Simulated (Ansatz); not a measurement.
Basis-set extrapolation for `Oc1cccc2ccccc12` (PBE0-D4/def2-TZVP geometry, frozen core, the Gaussian-basis code of Ansatz). Multiplicity 1, RHF reference.

|  | def2-TZVPP | def2-QZVPP |
| --- | --- | --- |
| HF | -458.377575 | -458.396551 |
| MP2 correlation | -1.799739 | -1.917651 |
| CCSD(T) correlation | -1.920076 | not run |

Energies in hartree. Use E(X) = E(∞) + A·exp(−7.88·√X) for Hartree–Fock and E(X) = E(∞) + B·X^(−2.97) for correlation, with X = 3 and 4, and add CCSD(T) minus MP2 of the smaller set to the MP2 limit.

Q: What is the CCSD(T) energy at the basis-set limit?

A: HF limit: -458.396551 + (-0.018976) × 0.13774 = -458.39916. MP2 limit: -1.917651 + (-0.117912) × 0.74074 = -2.00499. Higher-order term: -1.920076 − (-1.799739) = -0.12034. Total: -460.52449 hartree, 6.17 eV below CCSD(T)/def2-TZVPP.
